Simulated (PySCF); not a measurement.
## NMR data sheet: C₄H₉NOSi₃

```
Formula                               : C4H9NOSi3
SMILES                                : C#C[SiH2]O[Si@@H]1C=C[SiH2]N1
InChI                                 : InChI=1S/C4H9NOSi3/c1-2-8-6-9-4-3-7-5-9/h1,3-5,9H,7-8H2/t9-/m1/s1
Point group of the computed structure : C1
Degrees of unsaturation               : 4
Carbon signals                        : 4
Proton signals                        : 9
```

Structure with atom numbers: `[CH:1]#[C:2][SiH2:3][O:4][Si@@H:5]1[CH:6]=[CH:7][SiH2:8][NH:9]1`. Each H is labelled by its parent atom. Ha(Si8) is cis to O4 on the ring; Ha(Si3) is pro-R; Hb(Si3) is pro-S; Hb(Si8) is trans to O4 on the ring.

Computational details: PBE0/pcSseg-1 with gauge-including orbitals, coordinates at the GFN2-xTB level, in PySCF 2.14.0 with density-fitted response routines (non-relativistic, single conformer, isolated molecule).

Scale: 1H, 13C, 29Si against TMS; 15N vs NH3; 17O vs H2O (reference shieldings calculated alike).

| carbon | δC, type | δH (multiplicity) | HMBC from (2–3 bonds) | span of the C tensor (ppm) |
| --- | --- | --- | --- | --- |
| C1 | 102.8, CH | 1.99 (m) | Ha(Si3), Hb(Si3) | 242 |
| C2 | 89.5, C | – | Ha(Si3), Hb(Si3), H(C1) | 291 |
| C6 | 157.2, CH | 7.38 (m) | H(C7), H(Si5), Ha(Si8), Hb(Si8) | 261 |
| C7 | 156.7, CH | 7.48 (m) | H(C6), H(Si5), Ha(Si8), Hb(Si8) | 262 |

Other nuclei:
| atoms | nucleus | environment | δ (ppm) | σ (ppm) |
| --- | --- | --- | --- | --- |
| H(Si5) | 1H | hydrogen on a silicon bonded to C, N, O, in a 5-membered ring | 5.35 | 26.37 |
| Ha(Si8) | 1H | hydrogen on a silicon bonded to C, N, in a 5-membered ring | 5.24 | 26.48 |
| Ha(Si3) | 1H | hydrogen on a silicon bonded to C, O | 5.19 | 26.52 |
| Hb(Si3) | 1H | hydrogen on a silicon bonded to C, O | 5.16 | 26.55 |
| Hb(Si8) | 1H | hydrogen on a silicon bonded to C, N, in a 5-membered ring | 5.16 | 26.56 |
| H(N9) | 1H | hydrogen on a nitrogen bonded to 2 Si, in a 5-membered ring | 0.45 | 31.27 |
| Si5 | 29Si | silicon bonded to C, N, O, H, in a 5-membered ring | -27.3 | 376.4 |
| Si8 | 29Si | silicon bonded to C, N, 2 H, in a 5-membered ring | -35.1 | 384.3 |
| Si3 | 29Si | silicon bonded to C, O, 2 H | -57.0 | 406.2 |
| N9 | 15N | nitrogen bonded to 2 Si, H, in a 5-membered ring | 27.4 | 240.3 |
| O4 | 17O | oxygen bonded to 2 Si | 67.9 | 268.2 |

- Carbon types of the structure: 1 × C, 3 × CH, leaving 6 H on heteroatoms.
- δC 157.2, 156.7: alkene CH; as expected for a trigonal carbon in a double bond.
- δC 102.8: terminal alkyne carbon; the triple bond shields along its axis, which puts it between sp3 and sp2 carbons.
- δC 89.5: alkyne carbon; the triple bond shields along its axis, which puts it between sp3 and sp2 carbons.
- δH 7.48, 7.38: hydrogen on an alkene CH; a vinylic proton, deshielded by the sp2 carbon and the C=C anisotropy.
- δH 1.99: hydrogen on a terminal alkyne carbon; it lies on the axis of the triple bond, in its shielding cone.

OH/NH shifts are gas-phase values; hydrogen bonding in solution moves them, usually downfield. Shifts are as computed. Against solution values, carbons near 30 ppm lie about +3 ppm off and those near 130 ppm about +5 ppm. Of 1309 compounds with measured shifts, 239 miss one by over three times the rms of a fit or turn the order of signals round; such compounds aren't used in these exercises. Experimental scales use liquid or dissolved standards, which lie at an offset from isolated NH3 (liquid NH3: subtract about 20 ppm) and H2O (liquid H2O: subtract about 36 ppm). No couplings were computed; multiplicities are counted from neighbouring protons, with m where these are inequivalent, close in shift, in a saturated or five-membered ring or joined by F or P, and br s for small geminal =CH2 splittings.
